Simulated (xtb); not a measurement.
CH₄Be, SMILES [BeH][CH3]. All values are semi-empirical tight-binding results from xtb (GFN2-xTB unless named), good for trends rather than for accurate numbers. Geometry optimised at GFN2-xTB.

Optimised geometry:

```xyz
6

Be     0.0000     0.0000    -1.1141
H      0.0000     0.0000    -2.3936
C      0.0000     0.0000     0.6112
H      0.8618     0.4976     1.0609
H      0.0000    -0.9951     1.0609
H     -0.8618     0.4976     1.0609
```

For metal compounds this method's bond lengths and energies can be far off.

Computed properties:
```json
{
 "point_group_as_xtb_finds_it": "C3v",
 "orbital_gap": "5.13 eV",
 "zero_point_energy": "25.4 kcal/mol",
 "G − E(el) at 298.15 K (modified RRHO)": "11.7 kcal/mol"
}
```

Give the IR lines (harmonic; lines under 4 % of the strongest left out, lines within 3 cm⁻¹ merged). (An estimate is asked for; the answer gives what the named calculation found.)

ν (cm⁻¹): 280 (m), 550 (vs), 740 (w), 2050 (m), 2957 (w) (against the strongest line: vs over 80 %, s over 45 %, m over 15 %, w over 4 %, vw less)

Computed atomic charges and the Wiberg bond orders between heavy atoms:
charges (e) Be1 0.48, H2 -0.23, C3 -0.29, H4 0.01, H5 0.01, H6 0.01. Bond orders Be1–C3 0.98.
